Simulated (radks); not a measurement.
Exchange energies: the exact (Fock) value of the Kohn-Sham orbitals and density-functional approximations, as 100 (|E| - |E exact|)/|E exact|, negative where the magnitude is too small. Species: P [Ne] 3s2 3p3; In2+ [Kr] 4d10 5s1; Kr [Kr]. Calculated with a radial shooting solver on a logarithmic mesh with Libxc functionals: non-relativistic Kohn-Sham, LDA (Slater exchange, Perdew-Wang correlation), spin-polarised, spherical densities, point nucleus. Every spin shell is full or empty, so the densities are truly spherical. Functionals are evaluated on that one density, not self-consistently.

functional              P      In2+        Kr
exact (hartree)  -22.5568  -153.276  -93.6838
LDA                 -8.04     -4.89     -5.50
B88                 +0.03     +0.03     +0.09
PBE                 -0.50     -0.42     -0.39
revPBE              -0.07     -0.28     -0.21
RPBE                +0.08     -0.22     -0.14
PW86                +0.57     -0.18     +0.06
G96                 +0.10     +0.35     +0.35
EV93                +1.35     -0.27     -0.01
APBE                +0.66     +0.32     +0.45
SCAN                +0.30     +0.18     +0.27
r2SCAN              +0.05     -0.09     0.00
Tao-Mo              -0.07     -0.80     -0.65
